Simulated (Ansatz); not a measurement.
Molecule: YI (charge 0, singlet). 
Coordinates optimised at B3LYP-D3(BJ)/def2-TZVP (Ansatz, a quantum-chemistry and plane-wave program):
```
Y
I 1 2.7895
```
Charge 0, spin multiplicity 1.

Total electronic energies in hartree. Cores are frozen in the correlated levels unless marked. No spin-orbit coupling. The frozen core is the preceding noble-gas configuration, with the filled d and f shells of earlier blocks. In def2 rows, elements after Kr have scalar-relativistic effective core potentials. CBS(X,Y): correlation extrapolated as X^-3; Hartree-Fock from the larger set.

The Hartree-Fock reference is unstable (checked in the largest basis), which strains HF and MP2. 

```tsv
level	program	energy (Eh)
RI-HF/def2-QZVPP	Ansatz	-334.59031
r2SCAN-D4/def2-TZVPD	Ansatz + dftd4	-336.16449
B97M-V/def2-TZVPD	Ansatz	…
PBE0/def2-TZVP	Ansatz	-336.04295
r2SCAN0/def2-TZVPD	Ansatz	-336.11576
HSE06-D4/def2-TZVPD	Ansatz + dftd4	-336.04280
B2GP-PLYP-D4/def2-TZVPD	Ansatz + dftd4	…
CCSD/CBS(def2-TZVPP,def2-QZVPP)	Ansatz	-334.8309
CCSD(T)/CBS(def2-TZVPPD,def2-QZVPPD)	Ansatz	-334.8435
```

Q: What belongs in the gaps?

A: 
- B97M-V/def2-TZVPD, energy (Eh): -336.03676
- B2GP-PLYP-D4/def2-TZVPD, energy (Eh): -335.52203
